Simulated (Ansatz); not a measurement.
**Computed against measured: atomisation enthalpy at 298 K**

10 molecules with halogens; the atomisation enthalpy at 298 K in kJ/mol, computed less measured. Shapes, held fixed at every level: PBE0-D4/def2-TZVP. Flexible molecules stand in one conformer, not always the lowest. Thermal terms are harmonic and unscaled (PBE0-D4/def2-TZVP); the spin-orbit lowering of the free atoms is taken from their spectra. Programs: Ansatz 0.2.0. Measured values: Active Thermochemical Tables, CRC Handbook of Chemistry and Physics, NIST-JANAF tables.

Levels: A = SPW92/def2-TZVPP; B = BHLYP-D4/def2-TZVPP; C = CCSD(T)/CBS estimate.

```
                         molecule  from tabulated heats     A     B    C
     BClF2 (chlorodifluoroborane)                  1736  +303   -84   -5
     PF3 (phosphorus trifluoride)                  1513  +320  -124   -9
 C2ClF3 (chlorotrifluoroethylene)                  2299  +617  -181   -9
     C2H2F2 (vinylidene fluoride)                  2361  +488  -105  +10
       C2HClF2 (SMILES FC(F)=CCl)                  2247  +558  -110  +27
  C2H3Cl3 (1,1,2-trichloroethane)                  2603  +467  -124   -8
   C2H3F3 (1,1,2-trifluoroethane)                  3057  +515  -213  -66
     C2H4Cl2 (1,1-dichloroethane)                  2676  +434   -90   +3
C4H9Cl (2-chloro-2-methylpropane)                  5133  +711  -126   -6
           C4H9Cl (SMILES CCCCCl)                  5105  +710  -122   -7
```

Which level does best on this set, which worst, and which err to one side?


```tsv
level	kind	mean error	mean absolute error	worst case
SPW92/def2-TZVPP	LDA	+512.3	512.3	C4H9Cl (2-chloro-2-methylpropane)
BHLYP-D4/def2-TZVPP	global hybrid	-127.9	127.9	C2H3F3
CCSD(T)/CBS estimate	coupled cluster or CI	-7.0	15.0	C2H3F3
```

On this set CCSD(T)/CBS estimate has the smallest mean absolute error and SPW92/def2-TZVPP the largest. SPW92/def2-TZVPP is too high in 10 of 10; BHLYP-D4/def2-TZVPP is too low in 10 of 10; CCSD(T)/CBS estimate is too low in 7 of 10. The heats of PF3, C2ClF3, C2H3Cl3, C4H9Cl, C4H9Cl come from older tables and can be uncertain by 10 kJ/mol or more. The tabulated values of BClF2, C2H2F2, C2HClF2, C2H3F3 are in doubt (older tables, estimates, or at odds with other calculations) and kept here. Over the 6 molecules whose values aren't doubted the mean absolute errors are A 543.2; B 127.8; C 7.0. The CBS estimate extrapolates MP2 from def2-TZVPP and def2-QZVPP and adds CCSD(T) − MP2 in the triple-zeta set, cores frozen. The set is small.
